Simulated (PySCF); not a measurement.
Compound: C14H20.
Numbering: `[CH3:1][c:2]1[cH:3][cH:4][c:5]2[c:6]([cH:7]1)[CH2:8][C@@H:9]([C:10]([CH3:11])([CH3:12])[CH3:13])[CH2:14]2`

Geometry (PBE0-D3(BJ)/def2-SVP, Å), atoms numbered from 1 in this order:
```xyz
34
C14H20 angstrom
C      4.9564    0.4652   -1.0967
C      3.6244    0.4247   -0.4032
C      3.5447    0.4440    0.9960
C      2.3179    0.3814    1.6573
C      1.1461    0.3028    0.9111
C      1.2089    0.2853   -0.4866
C      2.4352    0.3450   -1.1403
C     -0.1739    0.1848   -1.0677
C     -1.0879    0.5890    0.1079
C     -2.5468    0.0877    0.0520
C     -3.2087    0.6284   -1.2187
C     -3.3019    0.6268    1.2706
C     -2.6377   -1.4405    0.0476
C     -0.2823    0.2172    1.3707
H      5.6943    1.0443   -0.5224
H      5.3676   -0.5503   -1.2242
H      4.8766    0.9119   -2.0985
H      4.4668    0.5178    1.5797
H      2.2835    0.4048    2.7501
H      2.4768    0.3390   -2.2339
H     -0.3144    0.8192   -1.9560
H     -0.3686   -0.8550   -1.3879
H     -1.1392    1.6934    0.0911
H     -2.7171    0.2468   -2.1266
H     -4.2680    0.3301   -1.2651
H     -3.1677    1.7293   -1.2498
H     -4.3721    0.3726    1.2119
H     -3.2199    1.7239    1.3349
H     -2.9121    0.2040    2.2092
H     -3.6922   -1.7573    0.0218
H     -2.1844   -1.8836    0.9474
H     -2.1427   -1.8809   -0.8313
H     -0.5005    0.8775    2.2237
H     -0.5094   -0.8125    1.7024
```

Probes without a nucleus sit at each ring's centroid and 1 Å off its mean plane on both sides; NICS is minus the shielding there, NICSzz its component along the normal. Level: GIAO PBE0/pcSseg-1 (PySCF, non-relativistic, gas phase) on the PBE0-D3(BJ)/def2-SVP geometry, one conformer.

Rings: 1. C2–C3–C4–C5–C6–C7; 2. C5–C6–C8–C9–C14.

```tsv
set	NICS(0)	NICS(1), two faces	NICS(1)zz, two faces
P	-1.1	-2.2 / -3.2	2.3 / 0.9
Q	-8.3	-11.1 / -10.6	-26.3 / -25.2
```

Problem. Which set (ppm) belongs to which ring?

Solution. P = 2, Q = 1.
- 1 (6-membered carbocycle; formal bonds all aromatic): mean NICS(1)zz -25.8 ppm, shielded. For a flat ring without four-coordinate atoms the NICS criterion counts such a value as aromatic, though in fused rings the probe also feels the neighbouring ring.
- 2 (5-membered carbocycle; formal bonds 1 aromatic, 4 single): mean NICS(1)zz 1.6 ppm, near zero. C8, C9, C14 have four or more neighbours; no verdict on aromaticity is drawn.

Problem. How do the rings differ in shape?

Solution. 
| ring | bond lengths (Å) | rms pucker (Å) | HOMA | nearest outside atom to a NICS(1) probe (Å) |
| --- | --- | --- | --- | --- |
| 1 | 1.402, 1.395, 1.391, 1.399, 1.391, 1.401 | 0.00 | 0.98 | hydrogen 2.67 |
| 2 | 1.399, 1.503, 1.543, 1.543, 1.503 | 0.13 | – | hydrogen 1.43 |

HOMA = 1 − mean of α(R − Ropt)² over the ring bonds, with Krygowski's 1993 parameters (CC: Ropt 1.388 Å, α 257.7 Å⁻²). A dash marks a ring with a four-coordinate atom, a triple bond, no multiple bond or a kind of bond without parameters.
